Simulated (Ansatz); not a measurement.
Ansatz (a quantum-chemistry and plane-wave program) input (HF/6-31G*):

Ansatz 0.2 input:
```yaml
crystal:
  periodic: [false, false, false]
  atoms:
    - {symbol: Be, position_ang: [-0.00000000, -0.00000000, -1.47135996]}
    - {symbol: Cl, position_ang: [0.00000000, 0.00000000, 0.34620234]}
basis:
  gaussian:
    orbitals: 6-31G*
hamiltonian:
  xc: {name: HF}
magnetization: {spin_polarized: true, initial_magnetization: 1}
phonons: {temperatures: {t_min: 298.15, t_max: 298.15, t_step: 100}}
```

Question: Which harmonic wavenumbers does it give?

Answer: 852 cm⁻¹ (unscaled; negative means imaginary).
